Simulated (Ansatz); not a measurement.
Stepwise reaction of `N[Si](N)(N)N` with hydrogen chloride, as a gas-phase model of exchange steps in deposition or etching. ΔE in kJ/mol; ΔG adds harmonic PBE0-D4 terms to CCSD(T)/CBS, at 1 bar.

Program: Ansatz. Geometries: PBE0-D4/def2-TZVP. ΔE: electronic, gas phase. CCSD(T)/CBS adds triple-zeta CCSD(T) − MP2 to the extrapolated MP2 energy (def2 sets, frozen cores). This one scheme is used for every species. DFT in def2-TZVPP. B3LYP here is the variant with VWN-RPA as its local correlation; programs differ in this. Each species was taken in one conformer, which may not be the lowest.

| step | reaction | PBE-D4 | B3LYP-D4 | ωB97M-V | CCSD(T)/CBS | ΔG(400 K) |
| --- | --- | --- | --- | --- | --- | --- |
| 2 | `N[Si](N)(N)Cl` + HCl → `N[Si](N)(Cl)Cl` + NH₃ | -48.0 | -43.3 | -44.4 | -44.9 | -27.4 |

Task: Give the row of step 1, `N[Si](N)(N)N` + HCl → `N[Si](N)(N)Cl` + NH₃. (Estimate.)

Result: Computed: 
```
step                                      reaction  PBE-D4  B3LYP-D4  ωB97M-V  CCSD(T)/CBS  ΔG(400 K)
   1  `N[Si](N)(N)N` + HCl → `N[Si](N)(N)Cl` + NH₃   -57.8     -53.8    -54.0        -51.1      -55.3
```

Task: By hand: ΔE of the 2 steps together at CCSD(T)/CBS.

Result: (-51.1) + (-44.9) = -96.0 kJ/mol, or -48.0 kJ/mol a step.

In ΔE each step is higher than the one before. All are downhill at CCSD(T)/CBS. ΔG lies between -55.3 and -27.4 kJ/mol a step. PBE-D4 differs from CCSD(T)/CBS by -6.7 to -3.1 kJ/mol a step. Isolated molecules leave out the surface, adducts and barriers. Largest T1 diagnostic: 0.009.
